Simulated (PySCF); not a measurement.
Species: C8H12O3.
Atom-mapped SMILES: `[CH3:1][C@@:2]1([O:3][CH:4]=[O:5])[CH2:6][C@@H:7]2[CH2:8][CH2:9][C@H:10]1[O:11]2` (hydrogens: H12, H13, H14 on C1; H15 on C4; H16, H17 on C6; H18 on C7; H19, H20 on C8; H21, H22 on C9; H23 on C10)

The same species was optimised twice, with GFN2-xTB and with PBE0-D3(BJ)/def2-SVP (PySCF), and the same property calculations (PySCF, gas phase) were run on both structures.

```json
{"coordinate": "O3–C4 (Å)", "GFN2-xTB": "1.317", "PBE0-D3(BJ)/def2-SVP": "1.328", "change": "+0.011"}
{"coordinate": "C1–C2 (Å)", "GFN2-xTB": "1.524", "PBE0-D3(BJ)/def2-SVP": "1.517", "change": "-0.007"}
{"coordinate": "C7–O11 (Å)", "GFN2-xTB": "1.417", "PBE0-D3(BJ)/def2-SVP": "1.424", "change": "+0.007"}
{"coordinate": "C8–C9 (Å)", "GFN2-xTB": "1.540", "PBE0-D3(BJ)/def2-SVP": "1.545", "change": "+0.005"}
{"coordinate": "C10–O11 (Å)", "GFN2-xTB": "1.413", "PBE0-D3(BJ)/def2-SVP": "1.418", "change": "+0.005"}
{"coordinate": "C6–C7 (Å)", "GFN2-xTB": "1.540", "PBE0-D3(BJ)/def2-SVP": "1.535", "change": "-0.005"}
{"coordinate": "C7–C8 (Å)", "GFN2-xTB": "1.539", "PBE0-D3(BJ)/def2-SVP": "1.534", "change": "-0.005"}
{"coordinate": "C9–C10 (Å)", "GFN2-xTB": "1.540", "PBE0-D3(BJ)/def2-SVP": "1.536", "change": "-0.004"}
{"coordinate": "C4=O5 (Å)", "GFN2-xTB": "1.196", "PBE0-D3(BJ)/def2-SVP": "1.199", "change": "+0.003"}
{"coordinate": "C2–C6 (Å)", "GFN2-xTB": "1.543", "PBE0-D3(BJ)/def2-SVP": "1.546", "change": "+0.003"}
{"coordinate": "C2–O3 (Å)", "GFN2-xTB": "1.440", "PBE0-D3(BJ)/def2-SVP": "1.442", "change": "+0.002"}
{"coordinate": "C2–C10 (Å)", "GFN2-xTB": "1.556", "PBE0-D3(BJ)/def2-SVP": "1.554", "change": "-0.002"}
{"coordinate": "O3–C4–O5 (°)", "GFN2-xTB": "128.2", "PBE0-D3(BJ)/def2-SVP": "126.6", "change": "-1.6"}
{"coordinate": "C2–C10–C9 (°)", "GFN2-xTB": "109.8", "PBE0-D3(BJ)/def2-SVP": "111.0", "change": "+1.2"}
{"coordinate": "C6–C7–C8 (°)", "GFN2-xTB": "108.7", "PBE0-D3(BJ)/def2-SVP": "109.9", "change": "+1.2"}
{"coordinate": "O3–C2–C6 (°)", "GFN2-xTB": "108.4", "PBE0-D3(BJ)/def2-SVP": "107.5", "change": "-0.9"}
{"coordinate": "C1–C2–C10 (°)", "GFN2-xTB": "110.8", "PBE0-D3(BJ)/def2-SVP": "111.6", "change": "+0.8"}
{"coordinate": "C2–C10–O11 (°)", "GFN2-xTB": "101.5", "PBE0-D3(BJ)/def2-SVP": "100.7", "change": "-0.8"}
{"coordinate": "C6–C7–O11 (°)", "GFN2-xTB": "103.0", "PBE0-D3(BJ)/def2-SVP": "102.4", "change": "-0.6"}
{"coordinate": "C8–C7–O11 (°)", "GFN2-xTB": "103.1", "PBE0-D3(BJ)/def2-SVP": "102.6", "change": "-0.5"}
{"coordinate": "C1–C2–O3–C4 (°)", "GFN2-xTB": "-68", "PBE0-D3(BJ)/def2-SVP": "-69", "change": "-1"}
{"coordinate": "C2–O3–C4–O5 (°)", "GFN2-xTB": "-2", "PBE0-D3(BJ)/def2-SVP": "-3", "change": "-1"}
```

Rotational constants: A = 1985, B = 1023, C = 899.9 MHz (GFN2-xTB) against A = 1977, B = 1024, C = 898.5 MHz (PBE0-D3(BJ)/def2-SVP). Point groups within 0.08 Å: C1 and C1. Atoms that the bonding makes alike are paired by their places after alignment.

On the GFN2-xTB structure: HOMO (eV) -7.68 [PBE0/pcSseg-1]; LUMO (eV) 0.07 [PBE0/pcSseg-1]; dipole (D) 2.55 [PBE0/pcSseg-1]; GIAO shielding of C1 (ppm) 161.5 [PBE0/pcSseg-1]; GIAO shielding of C2 (ppm) 98.7 [PBE0/pcSseg-1]; GIAO shielding of O3 (ppm) 88.6 [PBE0/pcSseg-1]; GIAO shielding of C4 (ppm) 21.2 [PBE0/pcSseg-1]; GIAO shielding of O5 (ppm) -115.7 [PBE0/pcSseg-1]; GIAO shielding of C6 (ppm) 137.8 [PBE0/pcSseg-1]; GIAO shielding of C7 (ppm) 107.9 [PBE0/pcSseg-1]; GIAO shielding of C8 (ppm) 153.9 [PBE0/pcSseg-1].

What do these properties become on the PBE0-D3(BJ)/def2-SVP structure?

| property | level | on GFN2-xTB | on PBE0-D3(BJ)/def2-SVP | change |
| --- | --- | --- | --- | --- |
| HOMO (eV) | PBE0/pcSseg-1 | -7.68 | -7.66 | +0.02 |
| LUMO (eV) | PBE0/pcSseg-1 | 0.07 | 0.01 | -0.06 |
| dipole (D) | PBE0/pcSseg-1 | 2.55 | 2.51 | -0.04 |
| energy, GFN2-xTB geometry as zero (kcal/mol) | PBE0/pcSseg-1 | 0.0 | -0.6 | -0.6 |
| GIAO shielding of C1 (ppm) | PBE0/pcSseg-1 | 161.5 | 160.0 | -1.5 |
| GIAO shielding of C2 (ppm) | PBE0/pcSseg-1 | 98.7 | 98.2 | -0.5 |
| GIAO shielding of O3 (ppm) | PBE0/pcSseg-1 | 88.6 | 81.2 | -7.4 |
| GIAO shielding of C4 (ppm) | PBE0/pcSseg-1 | 21.2 | 19.7 | -1.5 |
| GIAO shielding of O5 (ppm) | PBE0/pcSseg-1 | -115.7 | -122.9 | -7.2 |
| GIAO shielding of C6 (ppm) | PBE0/pcSseg-1 | 137.8 | 136.1 | -1.7 |
| GIAO shielding of C7 (ppm) | PBE0/pcSseg-1 | 107.9 | 107.4 | -0.5 |
| GIAO shielding of C8 (ppm) | PBE0/pcSseg-1 | 153.9 | 152.3 | -1.6 |

The heavy atoms differ by 0.015 Å rms after alignment. Among bonds between heavy atoms O3–C4 changes most (+0.011 Å). Changes are differences of the printed values. Neither structure is proved a minimum here.
